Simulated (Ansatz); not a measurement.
Geometry optimisation, Ansatz 0.2.0, RKS PBE0-D4/def2-SVP.

Input:

```yaml
crystal:
  periodic: [false, false, false]
  atoms:
    - { symbol: Si, position_ang: [0.0, 0.0, 0.0] }
    - { symbol: H, position_ang: [0.8436, 0.0, 1.4296] }
    - { symbol: O, position_ang: [1.8237, 0.0, 0.457] }
    - { symbol: H, position_ang: [2.14, -0.9521, 0.3404] }
    - { symbol: O, position_ang: [-0.7913, 1.3709, -0.5594] }
    - { symbol: H, position_ang: [-1.7491, 1.1401, -0.7818] }
    - { symbol: O, position_ang: [-0.7913, -1.3709, -0.5594] }
    - { symbol: H, position_ang: [-1.2459, -1.8365, 0.2129] }
basis:
  gaussian: { orbitals: def2-SVP }
hamiltonian:
  xc: pbe0
  dispersion: d4
relax:
  f_tol: 0.15
  max_steps: 25
  restrain:
    - { distance: [1, 2], at: 2.21, k: 30.0 }
    - { distance: [0, 1], at: 1.46, k: 30.0 }
    - { distance: [0, 2], at: 1.68, k: 30.0 }
```

Launched with:

```bash
$ ansatz run input.yaml --threads 1 --pin off --max-ram 2048MiB --backend cpu --events-out ev --progress --plain --runs-dir out
```

**Question.** Where does it end, and by what steps?

**Answer.** The forces met the threshold. The restraints hold the end off the free minimum; the threshold counts their pulls, which the force column leaves out. Restrained pairs: H2–O3 (1.38 → 2.26 Å), Si1–H2 (1.66 → 1.45 Å), Si1–O3 (1.88 → 1.66 Å). After 15 steps the energy has fallen by 4.319 eV (the restraints' own energy left out); O3 moved furthest, 0.97 Å.

| step | energy less start (eV) | largest force component (eV/Å) | accepted |
| --- | --- | --- | --- |
| 0 | 0.0000 | 4.438 | yes |
| 1 | -1.6367 | 3.052 | yes |
| 2 | -2.8504 | 2.124 | yes |
| 3 | -3.9006 | 1.234 | yes |
| 4 | -4.1266 | 1.116 | yes |
| 5 | -4.1862 | 1.312 | yes |
| 6 | -4.2033 | 1.441 | yes |
| 7 | -3.9924 | 2.836 | no |
| 8 | -4.2070 | 1.040 | yes |
| 9 | -4.2343 | 1.068 | yes |
| 10 | -4.2478 | 1.022 | yes |
| 11 | -4.2946 | 1.018 | yes |
| 12 | -4.3138 | 0.999 | yes |
| 13 | -4.1326 | 3.062 | no |
| 14 | -4.3140 | 1.123 | yes |
| 15 | -4.3192 | 1.023 | yes |

```xyz
8
Properties=species:S:1:pos:R:3
Si -0.030 -0.084 0.297
H 0.414 0.055 1.673
O 1.459 -0.588 -0.224
H 2.171 -0.289 0.346
O -0.601 1.344 -0.280
H -1.210 1.275 -1.021
O -1.148 -1.229 -0.096
H -0.824 -2.133 -0.155
```

The run took 35 s on 1 thread of Arm Neoverse V2, on a shared host, peak memory 0.15 GiB.
